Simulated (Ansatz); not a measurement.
Consider the hydrogenolysis of a C–B bond: `NBCBr` + H₂ → `CBr` + `BN`.

Computed with Ansatz on PBE0-D4/def2-TZVP structures; ΔE is electronic, products minus reactants. CBS: MP2 limit from def2 TZ/QZ plus the TZ coupled-cluster correction, frozen cores. This one scheme is used for every species. Functionals use def2-TZVPP. For Br outer-core shells are correlated without core-valence functions, which leaves a few kJ/mol of doubt a bond. Scalar relativity is left out up to krypton. Each species was taken in one conformer, which may not be the lowest.

CCSD(T)/CBS gives -0.04 eV.

Another level gave -0.07 eV. Which?
A. BHLYP/def2-TZVPP
B. BHLYP-D4/def2-TZVPP
C. revPBE-D4/def2-TZVPP
D. PBE/def2-TZVPP

D. PBE -0.07, revPBE-D4 0.04, BHLYP -0.21, BHLYP-D4 -0.12 eV.

What do rigid-rotor, harmonic-oscillator terms from PBE0-D4/def2-TZVP frequencies (298.15 K, 1 bar) make of the CCSD(T)/CBS value? (Best estimate.)

The calculation gave: ΔZPE = +0.19 eV, ΔH = +0.11 eV, ΔS = 31 J/(mol·K), ΔG = +0.02 eV.

Largest T1 diagnostic among the species: 0.012.

In def2-TZVPP, CCSD(T) changes the Hartree–Fock value by +0.27 eV (the triples alone add +0.05 eV) and MP2 by +0.33 eV. From r2SCAN to r2SCAN0 (25 % exact exchange), in def2-TZVPP and without D4, ΔE moves by −0.04 eV.
